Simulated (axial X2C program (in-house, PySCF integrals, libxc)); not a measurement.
## Potential curves of BeN⁻, with spin–orbit coupling

Calculated with an axial X2C code built on PySCF integrals. Two-component (2c) means X2C with spin–orbit coupling and atomic mean-field two-electron Coulomb and Gaunt terms. Basis: N dyall-av3z [7s7p3d2f], Be dyall-av3z [9s9p4d2f] (cores contracted in-house); Gaussian nuclei, density fitting, unrestricted open shells. Masses: N 14.003 u, Be 9.012 u.

State: Ω = 2 (⟨Sz⟩ = 1.00, ⟨Lz⟩ = 1.00 at PBE0). Energies in cm⁻¹ from the lowest point of each curve. Fits are polynomials in 1 − R0/R over 0.85 to 1.23 times the lowest point R0.

```json
{"R (Å)": "1.3033", "PBE0": "5791"}
{"R (Å)": "1.3632", "PBE0": "2429"}
{"R (Å)": "1.4081", "PBE0": "966"}
{"R (Å)": "1.4531", "PBE0": "204"}
{"R (Å)": "1.4980", "PBE0": "0"}
{"R (Å)": "1.5504", "PBE0": "303"}
{"R (Å)": "1.6029", "PBE0": "1043"}
{"R (Å)": "1.6703", "PBE0": "2430"}
{"R (Å)": "1.7527", "PBE0": "4517"}
{"R (Å)": "1.8725", "PBE0": "7801"}
```

One determinant describes the state; a PBE0 search over occupations chose it and may have missed a lower one. Density functionals use the spin component along the axis (collinear). The highest occupied level is positive at some bond lengths even in Hartree–Fock (under at least one Hamiltonian), so the basis set holds the extra electron there; where that holds at Re the anion is at best weakly bound and its constants depend on the basis. Other states lie close and PBE0, whose exact exchange favours high spin, may order them wrongly; the determinant shown need not be the ground state. The nearest other spin-free determinant of the search, M_S = 0, Λ = 1, lies 0.03 eV up at the distance of the search. The functionals have no current-density term, which raises determinants with orbital currents, atoms included. With several unpaired electrons one determinant need not be a pure state. A state of lower Ω lies just above, and one determinant can place such states too high, so the state shown need not be the lowest. The search has Ω = 1 only 0.03 eV up. Open-shell Ω = 0 determinants with evenly filled partner blocks cannot be reached by this program, so the Ω shown need not be the lowest component.

(1) What are Re and ωe at the PBE0 level?

## Answers

(1) At PBE0, 2c: Re = 1.495 Å, ωe ≈ 1160 cm⁻¹; Be follows as 1.38 cm⁻¹.
